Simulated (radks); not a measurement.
Valence configurations of Be+ (all share [He]). All-electron calculation, Dirac Kohn-Sham, PBEsol, spin-unpolarised, spherical densities, finite nucleus; open shells fill j = l - 1/2 first; Fermi nuclear charge, rms radius 2.519 fm. Program: a radial shooting solver on a logarithmic mesh with Libxc functionals. Energies are relative to 2s1; eigenvalues in eV.

valence      E (eV)  e(2p1/2)  e(2s1/2)
2s1           0.000         -   -13.577
2s0.5 2p0.5   1.958    -9.710   -13.616
2p1           3.906    -9.761         -

NIST lists [He] 2s1 as the ground configuration; this level of theory agrees among the configurations tried. The energies are those of spherical spin-averaged densities, not of single terms.
